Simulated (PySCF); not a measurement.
The complex [CrF5]2- (charge -2) contains Cr(III), shell d3. The structure is a PBE0-D3(BJ)/def2-TZVP, IEF-PCM water geometry optimised for multiplicity 4; coordination square pyramidal, point group C4v, metal–donor distances 1.83–1.89 Å.

Method (PySCF 2.14, density fitting): CASSCF(3,5) with orbitals averaged over all microstates of the shell, strongly contracted NEVPT2 on the averaged canonical orbitals; basis x2c-TZVPall on the metal, x2c-SVPall elsewhere; spin-free X2C; IEF-PCM water; spin-orbit coupling by state interaction with the mean-field operator over all roots.

CASSCF energies above the lowest CASSCF root:

```tsv
state	CASSCF / cm⁻¹
4B1	0
4E	8623
4A2	15276
4B2	15691
2A1	18755
2B1	19223
2E	19885
2A2	20083
4E	20982
2B2	25353
2E	25360
2A1	26193
2E	26960
2A2	30563
4A2	30680
2E	31205
2B2	31753
2B1	32480
4E	33158
2A1	35114
2A2	36950
2B2	37101
```

Question: How does dynamic correlation (SC-NEVPT2) move these states?

Answer: 
```
state  NEVPT2 / cm⁻¹  shift / cm⁻¹
  4B1              0             0
   4E           9341          +718
  4A2          15458          +182
  4B2          18240         +2549
  2A1          16960         -1795
  2B1          17477         -1746
   2E          18211         -1674
  2A2          18390         -1694
   4E          23725         +2743
  2B2          23489         -1865
   2E          23671         -1689
  2A1          25313          -880
   2E          25591         -1369
  2A2          29646          -917
  4A2          31195          +515
   2E          29852         -1353
  2B2          31375          -378
  2B1          30751         -1728
   4E          32904          -254
  2A1          34768          -346
  2A2          36806          -144
  2B2          36074         -1026
```

No frequencies were computed for the optimised geometry. NEVPT2 on the d shell alone tends to put d–d bands too high for such charged or covalently bound ions.
